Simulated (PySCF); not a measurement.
Species: C5H10P2Se.
SMILES: `C=CP(=[Se])(C=C)CP`

Theory: TDDFT wB97X-D/def2-SVPD, vertical, gas phase, core orbitals frozen in the response in PySCF. Isolated species at its PBE0-D3(BJ)/def2-SVP geometry (one conformer only). The wB97X-D/def2-SVPD calculation is non-relativistic and has no spin–orbit coupling, an omission that weighs most on selenium. Torsions of this conformer, `[CH2:1]=[CH:2][P:3](=[Se:4])([CH:5]=[CH2:6])[CH2:7][PH2:8]`: C1–C2–P3–Se4 111°, C2–P3–C5–C6 123°, C2–P3–C7–P8 172°, H–P8–C7–P3 155°, H–P8–C7–P3 60°.

Task: List the vertical singlet excitations with oscillator strengths and describe the spectrum.

Result: 

| state | E (eV) | E (hartree) | f | main configurations (H = HOMO, L = LUMO) |
| --- | --- | --- | --- | --- |
| S1 | 4.48 | 0.1645 | 0.041 | H→L (72%), H→L+1 (16%) |
| S2 | 4.59 | 0.1686 | 0.0085 | H-1→L (91%) |
| S3 | 4.65 | 0.1709 | 0.0059 | H→L+1 (61%), H-1→L+1 (19%), H→L (17%) |
| S4 | 4.71 | 0.1731 | 0.0062 | H-1→L+1 (75%), H→L+1 (16%) |
| S5 | 5.64 | 0.2072 | 0.016 | H→L+3 (48%), H→L+2 (14%), H→L+4 (11%) |
| S6 | 5.73 | 0.2104 | 0.012 | H-1→L+3 (54%), H-1→L+2 (11%) |
| S7 | 5.84 | 0.2145 | 0.0036 | H→L+3 (27%), H→L+4 (25%), H→L+2 (13%) |
| S8 | 6.07 | 0.2232 | 0.037 | H→L+2 (51%), H→L+4 (20%), H→L+8 (13%) |
| S9 | 6.16 | 0.2263 | 0.064 | H-1→L+2 (52%), H-1→L+3 (12%) |
| S10 | 6.31 | 0.2318 | 0.012 | H-1→L+4 (31%), H-1→L+8 (18%), H-1→L+2 (14%) |

Triplets (Tamm–Dancoff): T1 3.93 eV, H→L (55%), H-3→L (12%), H→L+1 (12%); T2 4.29 eV, H-4→L+1 (26%), H-1→L (23%), H→L+1 (20%); T3 4.30 eV, H-1→L (35%), H-4→L+1 (12%), H-1→L+1 (12%); T4 4.54 eV, H-3→L (38%), H-3→L+1 (10%), H→L+3 (10%).

The lowest singlet lies at 4.48 eV (277 nm, ultraviolet) and is of moderate strength; its leading configuration is HOMO→LUMO (72%). The most intense listed level is S9 at 6.16 eV (201 nm, f = 0.064), 1.68 eV above S1. Löwdin shares by element: HOMO selenium 75%, phosphorus 12% or more; LUMO carbon 55% or more, selenium 10% (atoms not listed hold the other 35%). The listed states span 1.83 eV, and the widest gap between neighbours is 0.93 eV (S4 to S5). Of the 10 states listed, 6 reach f = 0.01 and none stays under 0.0005. Weighted by f, the mean energy of these states is 5.60 eV. No computed singlet lies in the visible range (380 to 750 nm); the lowest, at 277 nm, stands 1.21 eV above its violet end (3.26 eV). All these states lie below the vertical ionisation energy of 7.84 eV (ΔSCF). The window holds the lowest 10 singlets.

Hardware: AMD EPYC 7R43, one thread, shared host with 256 logical CPUs at a one-minute load of 70. Cost: 4.7 min wall, 1.3 GiB resident at most.
